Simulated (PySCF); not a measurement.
**Diatomics with 48 electrons**

CCSD(T) in PySCF with def2-TZVPPD on every atom, for the lowest determinant that a PBE0 search found; no spin–orbit coupling. All have 48 electrons, 10 of them in the valence shells, and the same state, a singlet (closed shell). For ions De leads to the atom and ion picked by measured ionisation energies and electron affinities.

| species | difference of nuclear charges | Re (Å) | ωe (cm⁻¹) | k (mdyn/Å) | De (eV) | dissociates to |
| --- | --- | --- | --- | --- | --- | --- |
| ZnCl⁻ | 13 | 2.497 | 178 | 0.422 | 0.68 | Zn + Cl⁻ |
| GeP⁻ | 17 | 2.089 | 530 | 3.61 | n/a | Ge⁻ + P |
| SiAs⁻ | 19 | 2.121 | 537 | 3.47 | n/a | Si⁻ + As |
| GaCl | 14 | 2.216 | 371 | 1.88 | 4.77 | Ga + Cl |
| SiSe | 20 | 2.076 | 578 | 4.08 | 5.44 | Si + Se |
| AlBr | 22 | 2.317 | 378 | 1.69 | 4.56 | Al + Br |
| GeCl⁺ | 15 | 2.063 | 513 | 3.68 | 4.56 | Ge⁺ + Cl |
| SiBr⁺ | 21 | 2.111 | 536 | 3.49 | 4.62 | Si⁺ + Br |

Problem. Which member of the whole set has the stiffest bond, and how does it compare with the softest?

Solution. SiSe with k = 4.08 mdyn/Å, 9.7 times that of ZnCl⁻.

Correlated steps freeze the inner cores (10 to 14 orbitals); shallow outer-core shells are correlated. For an ion De counts to the pair picked by the measured ionisation energies or electron affinities, which need not be the lowest pair at this level. Where the molecule has an RHF reference, its open-shell atoms are computed with UHF.
